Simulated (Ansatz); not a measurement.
Computed with Ansatz on PBE0-D4/def2-TZVP structures; ΔE is electronic, products minus reactants. CCSD(T)/CBS is the MP2 limit (def2-TZVPP, def2-QZVPP) plus CCSD(T) − MP2 in def2-TZVPP, frozen cores. Functionals use def2-TZVPP. B3LYP here is the variant with VWN-RPA as its local correlation; programs differ in this. HSE06 is defined as in plane-wave codes. One conformer a species, not always the lowest.

Reaction (isomerisation): `FB1NCO1` → `NC1(F)BO1`

```
             level  ΔE (kJ/mol)  difference from CCSD(T)/CBS
       LDA (SPW92)        299.9                        -15.1
            PBE-D4        290.7                        -24.3
         revPBE-D4        288.5                        -26.5
           BLYP-D4        290.6                        -24.4
         r2SCAN-D4        303.0                        -12.0
            B97M-V        309.0                         -6.0
          B3LYP-D4        304.6                        -10.4
        r2SCANh-D4        307.9                         -7.1
        r2SCAN0-D4        315.0                          0.0
          HSE06-D4        307.2                         -7.8
          BHLYP-D4        321.8                          6.8
      CAM-B3LYP-D4        308.2                         -6.8
           ωB97X-V        302.5                        -12.5
           ωB97M-V        305.4                         -9.6
          PBE-QIDH        320.4                          5.4
               PBE        290.6                        -24.4
              BLYP        290.4                        -24.6
            r2SCAN        303.0                        -12.0
              PBE0        306.9                         -8.1
           r2SCANh        307.9                         -7.1
           r2SCAN0        315.0                          0.0
             HSE06        307.2                         -7.8
             BHLYP        321.8                          6.8
         CAM-B3LYP        308.2                         -6.8
           LC-ωPBE        306.4                         -8.6
RPA@PBE/def2-TZVPP        305.6                         -9.4
       HF/def2-SVP        337.0                         22.0
      MP2/def2-SVP        325.1                         10.1
     CCSD/def2-SVP        323.3                          8.3
  CCSD(T)/def2-SVP        318.7                          3.7
     HF/def2-TZVPP        335.1                         20.1
    MP2/def2-TZVPP        320.8                          5.8
SCS-MP2/def2-TZVPP        319.1                          4.1
   CCSD/def2-TZVPP        320.8                          5.8
CCSD(T)/def2-TZVPP        315.6                          0.6
     HF/def2-QZVPP        335.9                         20.9
    MP2/def2-QZVPP        320.8                          5.8
      HF/CBS(def2)        336.0                         21.0
     MP2/CBS(def2)        320.2                          5.2
    CCSD/CBS(def2)        320.2                          5.2
       CCSD(T)/CBS        315.0                            0
```

Largest T1 diagnostic among the species: 0.015.

From PBE to PBE0 (25 % exact exchange), in def2-TZVPP and without D4, ΔE moves by +16.3 kJ/mol. In def2-TZVPP, CCSD(T) changes the Hartree–Fock value by −19.5 kJ/mol (the triples alone add −5.1 kJ/mol) and MP2 by −14.3 kJ/mol.
